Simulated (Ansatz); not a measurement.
Two isomers of C2H7AlO: A = `CO[CH2][AlH2]`, B = `C[CH2][AlH][OH]`.

Calculated with Ansatz (gas phase, PBE0-D4/def2-TZVP geometries, no zero-point term in ΔE). CCSD(T)/CBS adds triple-zeta CCSD(T) − MP2 to the extrapolated MP2 energy (def2 sets, frozen cores). Functionals use def2-TZVPP. B3LYP here is the variant with VWN-RPA as its local correlation; programs differ in this. Each species was taken in one conformer, which may not be the lowest.

Question: Which isomer does CCSD(T)/CBS put lower? Give the gap. (Estimate.)

Answer: Ansatz gave: B, by 68.7 kcal/mol.

Question: Give E(B) − E(A) in kcal/mol with B2PLYP, r2SCAN-D4, CCSD(T)/def2-TZVPP, CCSD/def2-TZVPP, PBE-D4, BLYP-D4, B3LYP. (An estimate is asked.)

Answer: Ansatz gave: B2PLYP -67.4, r2SCAN-D4 -67.7, CCSD(T)/def2-TZVPP -67.5, CCSD/def2-TZVPP -67.5, PBE-D4 -64.7, BLYP-D4 -64.4, B3LYP -65.4. None reverses the order clearly.

Question: Does the order hold for the free energy at 298.15 K (harmonic terms from PBE0-D4)? (Best estimate.)

Answer: Ansatz gave: Yes: G(B) − G(A) = -66.8 kcal/mol, for one conformer each.

Largest T1 diagnostic: 0.011.

At CCSD(T), def2-SVP lies +5.7 kcal/mol from the extrapolated value and def2-TZVPP +1.2 kcal/mol. Leaving LDA and LC-ωPBE aside and taking each functional with its dispersion term where it has one, the values, not all of them listed here, spread over 4.5 kcal/mol, from PBE-QIDH to revPBE-D4.
